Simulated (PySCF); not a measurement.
# SMILES C(#C)/C=C\CC=C, C₇H₈

Molfile (atoms numbered from 1):
```
C7H8
     RDKit          3D

 15 14  0  0  0  0  0  0  0  0999 V2000
    3.2141   -0.6763   -0.6001 C   0  0  0  0  0  0  0  0  0  0  0  0
    2.4352    0.1757   -0.2674 C   0  0  0  0  0  0  0  0  0  0  0  0
    1.5432    1.2007    0.1112 C   0  0  0  0  0  0  0  0  0  0  0  0
    0.2874    0.9946    0.5043 C   0  0  0  0  0  0  0  0  0  0  0  0
   -0.3757   -0.3456    0.5848 C   0  0  0  0  0  0  0  0  0  0  0  0
   -1.5198   -0.4014   -0.3845 C   0  0  0  0  0  0  0  0  0  0  0  0
   -2.7884   -0.5014   -0.0361 C   0  0  0  0  0  0  0  0  0  0  0  0
    3.8912   -1.4235   -0.8891 H   0  0  0  0  0  0  0  0  0  0  0  0
    1.9517    2.2029    0.0675 H   0  0  0  0  0  0  0  0  0  0  0  0
   -0.3357    1.8382    0.7692 H   0  0  0  0  0  0  0  0  0  0  0  0
    0.3520   -1.1250    0.3452 H   0  0  0  0  0  0  0  0  0  0  0  0
   -0.7501   -0.5069    1.5996 H   0  0  0  0  0  0  0  0  0  0  0  0
   -1.2391   -0.3249   -1.4272 H   0  0  0  0  0  0  0  0  0  0  0  0
   -3.5824   -0.5255   -0.7633 H   0  0  0  0  0  0  0  0  0  0  0  0
   -3.0880   -0.5736    0.9972 H   0  0  0  0  0  0  0  0  0  0  0  0
  1  2  3  0
  2  3  1  0
  3  4  2  0
  4  5  1  0
  5  6  1  0
  6  7  2  0
  1  8  1  0
  3  9  1  0
  4 10  1  0
  5 11  1  0
  5 12  1  0
  6 13  1  0
  7 14  1  0
  7 15  1  0
M  END
```

Method: GIAO CAM-B3LYP/pcSseg-1 magnetisability, rotational g tensor and spin-rotation constants, non-relativistic, gas phase (PySCF). Geometry: GFN2-xTB.

What are the magnetisability and the molar susceptibility?

Isotropic -1039 × 10⁻³⁰ J/T², or -62.6 × 10⁻⁶ cm³/mol; principal values -1084, -1063, -969 × 10⁻³⁰ J/T², anisotropy 106 × 10⁻³⁰ J/T² (root of half the summed squared differences of the principal values). The susceptibility is in cgs units.

Split it along the inertial axes a, b, c into diamagnetic and paramagnetic parts about the centre of mass, with the quadrupole moment.


```csv
axis,χ (10⁻⁶ cm³/mol),diamagnetic (10⁻⁶ cm³/mol),paramagnetic (10⁻⁶ cm³/mol),summed x² of all electrons (Å²),quadrupole Θ (D Å)
a,-59.9,-267.7,207.8,224.7,+0.79
b,-64.8,-1035.3,970.6,43.7,+2.24
c,-63.0,-1138.7,1075.7,19.4,-3.03
```
Anisotropies 2χaa − χbb − χcc = +8.0 and 2χbb − χaa − χcc = -6.6 × 10⁻⁶ cm³/mol. Θ is traceless in Buckingham's convention.

And the rotational g tensor?


```
axis  rotational constant (GHz)        g  nuclear part  electronic part
   a                     7.0831  -0.0493        0.6422          -0.6915
   b                     1.2655  -0.0064        0.5706          -0.5770
   c                     1.1406  -0.0051        0.5713          -0.5764
```
Asymmetric top; isotopes 12C, 1H; no vibrational averaging.
